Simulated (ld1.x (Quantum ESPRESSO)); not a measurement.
**Which setting gave this result? (Cu (Z = 29), TM)**

Base potential:

```json
{
  "Element": "copper",
  "Generator": "ld1.x (Quantum ESPRESSO) 7.5",
  "Type": "norm-conserving Troullier–Martins (Kleinman–Bylander form)",
  "Functional": "PBE",
  "Relativity": "fully relativistic",
  "Frozen core": "[Ne] 3s2",
  "Valence charge": "17",
  "Reference configuration": "3p6 3d10 4s0 4p0 (charge +1)",
  "Partial waves": "4s (bound, empty): rc 1.90 bohr; 3p (bound): rc 1.15 bohr; 3d (bound): rc 1.25 bohr",
  "Local potential": "all-electron potential smoothed inside 1.30 bohr (lloc = -2)",
  "Core correction": "none"
}
```

Open shells are filled in proportion to 2j + 1 (rel_dist='average').

Cutoffs, loose and tight: the cutoffs (Ry, on a coarse ladder) from which the occupation-weighted sum of valence levels, in a spherical-Bessel basis at the reference potential, stays within 10 and 1 mRy of its value at 400 Ry. They do not see the model core or the augmentation charge, which bear on the density cutoff. Test errors are all-electron minus pseudo excitation energies from the reference, over the configurations 3p6 3d10 4s1 4p0; 3p6 3d9 4s0 4p0; 3p6 3d8 4s0 4p0; 3p6 3d9 4s2 4p0; 3p6 3d10 4s0.5 4p0; 3p6 3d7 4s0 4p0; 3p5 3d10 4s1 4p0; variants that change the core or the reference have their own tests. The largest error is taken over the tests solved by every variant that gives reliable tests at all, those not shown here included: 3p6 3d10 4s0.5 4p0; 3p6 3d10 4s1 4p0; 3p6 3d7 4s0 4p0; 3p6 3d8 4s0 4p0; 3p6 3d9 4s0 4p0; 3p6 3d9 4s2 4p0.

Only the rcloc is moved (2 further runs of the sweep failed or gave no value and are left out):

```tsv
rcloc (bohr)	cutoff, loose	cutoff, tight	bound ghosts	largest test error (meV)	median size of the test errors
0.72	160 Ry	300 Ry	s	-95	28.9 meV
0.94	160 Ry	300 Ry	s	-102	42.4 meV
1.24	160 Ry	300 Ry	none	-272	101.7 meV
1.42	160 Ry	300 Ry	none	-495	126.2 meV
1.62	160 Ry	300 Ry	none	-770	149.9 meV
2.04	160 Ry	300 Ry	none	-1477	206.7 meV
```

One more run gave cutoff, loose: 160 Ry; cutoff, tight: 300 Ry; bound ghosts: none; largest test error (meV): -1215; median size of the test errors: 185.9 meV. Which value of the rcloc was used?

1.86 bohr. The median size of the test errors moves one way along this sweep, from 28.9 meV at 0.72 to 206.7 meV at 2.04 bohr, which places the run between 1.62 and 2.04 bohr.
